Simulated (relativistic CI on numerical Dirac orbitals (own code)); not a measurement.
# Electric-dipole transitions in Gd⁵⁶⁺

These numbers are calculated, not measured: Dirac-Coulomb-Breit CI, orbitals from a KLI potential per configuration, model QED (radiative potential, 1s self-energy scaled to tabulated hydrogen-like ionisation energies), unscaled Slater integrals (own radial code, finite nucleus).

Configuration list (outside the closed core 1s2): 2s²2p⁴, 2s2p⁵, 2p⁶, 2p⁵3s, 2p⁵3p, 2p⁵3d, 2s²2p³3s, 2s²2p³3p, 2s²2p³3d, 2s2p⁴3s, 2s2p⁴3p, 2s2p⁴3d, 2s²2p³4s, 2s²2p³4p, 2s²2p³4d, 2s²2p³4f. Levels of other configurations are missing.

```tsv
λ vac (Å)	Lower	Upper	A (s⁻¹)	gf	Branching (%)
1.5932	2s2p⁵ ³P°2 [5]	2p⁵3p ³D3 [195]	1.94e+14	5.18e-01	95.7
1.5936	2s²2p⁴ ³P2 [1]	2s2p⁴3p ³D°3 [88]	1.70e+14	4.52e-01	95.9
1.6051	2s²2p⁴ ³P2 [1]	2s2p⁴3p ³P°2 [86]	2.47e+14	4.77e-01	98.7
1.6360	2s²2p⁴ ³P1 [3]	2s²2p³3d ³D°2 [138]	3.83e+14	7.69e-01	49.7
1.6383	2s²2p⁴ ³P1 [3]	2s²2p³3d ³P°1 [136]	7.23e+14	8.72e-01	79.3
1.6400	2s²2p⁴ ¹D2 [4]	2s²2p³3d ³D°2 [138]	3.86e+14	7.79e-01	50.1
1.6404	2s²2p⁴ ¹D2 [4]	2s²2p³3d ¹F°3 [137]	6.00e+14	1.69e+00	99.9
1.6424	2s²2p⁴ ³P2 [1]	2s²2p³3d ³P°1 [64]	1.09e+15	1.32e+00	93.1
1.6424	2s²2p⁴ ³P2 [1]	2s²2p³3d ³F°3 [63]	7.06e+14	2.00e+00	99.1
1.6429	2s²2p⁴ ³P2 [1]	2s²2p³3d ³P°2 [62]	9.01e+14	1.82e+00	99.7
1.6459	2s2p⁵ ¹P°1 [6]	2s2p⁴3d ³P1 [187]	6.29e+14	7.66e-01	89.8
1.6460	2s2p⁵ ¹P°1 [6]	2s2p⁴3d ³D2 [186]	3.23e+14	6.55e-01	91.4
1.6471	2s2p⁵ ³P°2 [5]	2s2p⁴3d ³F3 [171]	6.72e+14	1.91e+00	99.4
1.6475	2s2p⁵ ³P°2 [5]	2s2p⁴3d ³D2 [170]	9.78e+14	1.99e+00	97.3
1.6488	2s²2p⁴ ¹S0 [2]	2s2p⁴3p ³P°1 [67]	6.30e+14	7.70e-01	97.5
1.6488	2s2p⁵ ³P°2 [5]	2s2p⁴3d ³S1 [169]	1.17e+15	1.43e+00	99.4
1.6508	2s²2p⁴ ¹D2 [4]	2s2p⁴3p ³F°3 [133]	3.80e+14	1.09e+00	99.2
1.6525	2s2p⁵ ¹P°1 [6]	2s2p⁴3d ³F2 [179]	7.63e+14	1.56e+00	96.5
1.6564	2s²2p⁴ ³P2 [1]	2s2p⁴3p ³D°3 [52]	4.20e+14	1.21e+00	99.6
1.6565	2s2p⁵ ³P°2 [5]	2s2p⁴3d ⁵F3 [162]	3.36e+14	9.68e-01	98.7
1.6567	2s²2p⁴ ³P2 [1]	2s2p⁴3p ⁵P°2 [51]	1.65e+14	3.40e-01	98.8
1.7931	2s²2p⁴ ³P1 [3]	2s²2p³3d ³P°2 [81]	5.96e+14	1.44e+00	82.0
1.7935	2s2p⁵ ³P°0 [8]	2s2p⁴3d ³P1 [193]	5.19e+14	7.51e-01	40.5
1.7969	2s²2p⁴ ¹D2 [4]	2s²2p³3d ³F°3 [82]	7.09e+14	2.40e+00	99.8
1.7982	2s²2p⁴ ³P0 [7]	2s²2p³3d ³D°1 [146]	1.72e+15	2.50e+00	98.1
1.7984	2s²2p⁴ ³P1 [3]	2s²2p³3d ¹P°1 [79]	6.29e+14	9.15e-01	53.3
1.7985	2s2p⁵ ³P°2 [5]	2s2p⁴3d ³D3 [113]	7.31e+14	2.48e+00	99.3
1.8018	2s²2p⁴ ³P2 [1]	2s²2p³3d ³D°3 [25]	1.24e+15	4.24e+00	100.0
1.8022	2s2p⁵ ³P°1 [9]	2s2p⁴3d ³D2 [194]	1.27e+15	3.10e+00	98.9
1.8027	2s²2p⁴ ¹D2 [4]	2s²2p³3d ¹D°2 [80]	1.01e+15	2.46e+00	98.4
1.8027	2s2p⁵ ³P°1 [9]	2s2p⁴3d ³P1 [193]	7.33e+14	1.07e+00	57.1
1.8031	2s²2p⁴ ³P1 [3]	2s²2p³3d ³D°2 [76]	9.30e+14	2.27e+00	93.1
1.8034	2s²2p⁴ ¹D2 [4]	2s²2p³3d ¹F°3 [78]	7.89e+14	2.69e+00	99.2
1.8056	2s²2p⁴ ³P2 [1]	2s²2p³3d ³D°2 [24]	5.61e+14	1.37e+00	100.0
1.8103	2s2p⁵ ¹P°1 [6]	2s2p⁴3d ¹D2 [116]	1.33e+15	3.26e+00	96.3
1.8112	2s2p⁵ ³P°2 [5]	2s2p⁴3d ³D2 [109]	4.93e+14	1.21e+00	94.3
1.8120	2s2p⁵ ³P°1 [9]	2s2p⁴3d ³P0 [188]	1.62e+15	7.96e-01	87.4
1.8122	2s²2p⁴ ¹S0 [2]	2s²2p³3d ³D°1 [26]	7.69e+14	1.14e+00	92.4
1.8125	2s2p⁵ ³P°2 [5]	2s2p⁴3d ¹F3 [107]	2.03e+14	6.99e-01	96.2
1.8140	2s2p⁵ ¹P°1 [6]	2s2p⁴3d ³P1 [115]	8.79e+14	1.30e+00	99.2
1.8148	2s2p⁵ ³P°1 [9]	2s2p⁴3d ³D1 [185]	8.97e+14	1.33e+00	77.3
1.8163	2s2p⁵ ³P°0 [8]	2s2p⁴3d ⁵F1 [175]	6.06e+14	8.99e-01	85.9
1.8165	2s2p⁵ ³P°2 [5]	2s2p⁴3d ³D2 [103]	3.50e+14	8.66e-01	92.6
1.8177	2s2p⁵ ³P°2 [5]	2s2p⁴3d ³F3 [101]	4.96e+14	1.72e+00	99.3
1.8191	2s2p⁵ ³P°2 [5]	2s2p⁴3d ³D1 [100]	3.40e+14	5.06e-01	92.9
```

Terms are leading LS components. Brackets give the number of a level in order of energy, since labels repeat. The list gives strong lines, with weight on those to low levels, without lines whose two gauges differ by over a factor of 2.5, among the lowest 200 of 342 levels, so that lines to higher ones, which can be the strongest, are missing. Levels whose partners in the same complex of configurations lie outside the list can be far off, and so can their lines. Rates are taken at the computed energies, electric ones in the length gauge.

At this charge energies of transitions that change n are usually good to better than 1 %, and those within a shell (Δn = 0) to a few per cent.

LS names give the leading component of a level, which can be under half, so a name can repeat, a term be missing and a line seem to break the LS rules.
